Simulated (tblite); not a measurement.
Compound: C₅H₉ClGeO.
SMILES with atom numbers: `[CH3:1][C:2](=[O:3])[C@@H:4]1[CH2:5][C@H:6]([Cl:7])[GeH2:8]1` (hydrogens: H9, H10, H11 on C1; H12 on C4; H13, H14 on C5; H15 on C6; H16, H17 on Ge8)

Computed with GFN2-xTB (tblite), gas phase: L-BFGS steps from a force-field or distance-geometry start until the largest atomic force falls under 0.01 eV/Å.

Step 80: E = -701.9014 eV
```
atom  x, y, z in Å  |  force x, y, z in eV/Å
C1      2.3448   -0.6424    1.1070    0.017   0.004   0.009
C2      1.3463   -0.4315    0.0018    0.010   0.015  -0.022
O3      1.6159   -0.5992   -1.1658   -0.003   0.008  -0.025
C4     -0.0105    0.0282    0.4068   -0.016  -0.044   0.015
C5     -1.1614   -0.7778   -0.2347   -0.036   0.009   0.004
C6     -2.1514    0.3328   -0.5912    0.014   0.039  -0.033
Cl7    -3.1360   -0.0121   -2.0259    0.014   0.027   0.027
Ge8    -0.6201    1.6302   -0.6623   -0.030  -0.010   0.018
H9      2.3475    0.2060    1.7861    0.002   0.063  -0.011
H10     3.3381   -0.7948    0.6941    0.010  -0.005   0.007
H11     2.0553   -1.5219    1.6779   -0.013  -0.060   0.013
H12    -0.1194    0.1224    1.4862   -0.024  -0.023   0.011
H13    -0.7938   -1.2300   -1.1570    0.033  -0.028   0.019
H14    -1.5731   -1.5630    0.4017    0.030   0.029   0.006
H15    -2.8449    0.5390    0.2252   -0.003  -0.011  -0.017
H16    -0.7473    2.9884    0.0082    0.013  -0.010  -0.004
H17     0.1032    1.7376   -1.9679   -0.018  -0.002  -0.015
```

Step 81: E = -701.9021 eV
```
atom  x, y, z in Å  |  force x, y, z in eV/Å
C1      2.3463   -0.6417    1.1073   -0.007   0.000   0.039
C2      1.3475   -0.4293    0.0024    0.004   0.011  -0.036
O3      1.6178   -0.5890   -1.1665   -0.004   0.006   0.002
C4     -0.0113    0.0251    0.4088   -0.006  -0.036   0.012
C5     -1.1614   -0.7793   -0.2354   -0.029   0.013  -0.041
C6     -2.1513    0.3330   -0.5887   -0.009   0.040  -0.032
Cl7    -3.1388   -0.0017   -2.0250    0.029   0.015   0.033
Ge8    -0.6196    1.6292   -0.6608   -0.020  -0.025   0.005
H9      2.3505    0.2098    1.7839    0.013   0.045  -0.031
H10     3.3391   -0.7999    0.6951    0.005   0.003   0.008
H11     2.0533   -1.5175    1.6836   -0.008  -0.042  -0.007
H12    -0.1227    0.1148    1.4883   -0.013  -0.015   0.006
H13    -0.7933   -1.2295   -1.1590    0.027  -0.016   0.025
H14    -1.5728   -1.5667    0.3970    0.019   0.018   0.026
H15    -2.8466    0.5356    0.2275    0.015  -0.009  -0.018
H16    -0.7433    2.9911    0.0025    0.012  -0.008   0.000
H17     0.0998    1.7281   -1.9709   -0.027  -0.001   0.009
```

**Question.** Estimate the geometry and energy of step 82. (The exact step hangs on the optimiser's Hessian estimate; all steps are aligned on step 81, rigid shifts and turns removed.)

**Answer.** E = -701.9026 eV, largest force 0.052 eV/Å
```
atom  x, y, z in Å  |  force x, y, z in eV/Å
C1      2.3473   -0.6412    1.1064   -0.016   0.009   0.023
C2      1.3473   -0.4269    0.0024   -0.010   0.007  -0.016
O3      1.6165   -0.5796   -1.1676    0.001   0.001   0.006
C4     -0.0128    0.0223    0.4120    0.004  -0.016   0.007
C5     -1.1631   -0.7796   -0.2345   -0.019  -0.004  -0.019
C6     -2.1505    0.3343   -0.5889   -0.029   0.025  -0.012
Cl7    -3.1358    0.0047   -2.0266    0.020   0.005   0.006
Ge8    -0.6188    1.6281   -0.6586   -0.002  -0.028  -0.004
H9      2.3519    0.2106    1.7828    0.015   0.040  -0.030
H10     3.3396   -0.7996    0.6939    0.011   0.007   0.002
H11     2.0551   -1.5171    1.6821   -0.015  -0.047   0.001
H12    -0.1258    0.1085    1.4918   -0.002  -0.010   0.000
H13    -0.7929   -1.2322   -1.1549    0.029  -0.017  -0.012
H14    -1.5749   -1.5672    0.3975    0.009   0.027   0.028
H15    -2.8490    0.5335    0.2253    0.024   0.002  -0.010
H16    -0.7407    2.9930   -0.0026    0.010  -0.002   0.007
H17     0.0997    1.7204   -1.9705   -0.030   0.000   0.022
```

The energy changes by -0.0005 eV. The first-order estimate −F·Δx gives -0.0008 eV and the mean of the old and new forces, exact on a quadratic surface, -0.0005 eV. The step makes an angle of 75° with the force vector and moves no atom by more than 0.010 Å.

The cost below is that of the whole relaxation. On Arm Neoverse V1, one thread, shared host with 32 logical CPUs at a one-minute load of 31, this took 1.1 s wall.
